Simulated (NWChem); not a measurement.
System: MgH2S2; SMILES [SH][Mg][SH]

```xyz
5

Mg     0.0208     0.0002    -0.0056
S      0.0498     2.3074    -0.0273
H     -0.9277     2.4038     0.9037
S      0.0490    -2.3070     0.0328
H     -0.9024    -2.4111    -0.9239
```
Atoms are numbered in this order, from 1.

Computed with NWChem. Pople sets run with spherical d functions. The geometry was optimised at PBE0/def2-SVP. Vertical excitations in the gas phase; the lowest state need not have the same character in each row.

```json
[
 {"level": "PBE/6-31G*, full TDDFT", "lowest excitation, singlet (eV)": "3.89", "lowest triplet (eV)": "3.61", "orbital gap (eV)": "3.80"},
 {"level": "B3LYP/6-31G*, full TDDFT", "lowest excitation, singlet (eV)": "4.20", "lowest triplet (eV)": "3.90", "orbital gap (eV)": "5.18"},
 {"level": "BHandHLYP/6-31G*, full TDDFT", "lowest excitation, singlet (eV)": "4.72", "lowest triplet (eV)": "4.36", "orbital gap (eV)": "7.35"},
 {"level": "Hartree-Fock/6-31G*, TDHF", "lowest excitation, singlet (eV)": "5.44", "lowest triplet (eV)": "4.82", "orbital gap (eV)": "10.80"}
]
```
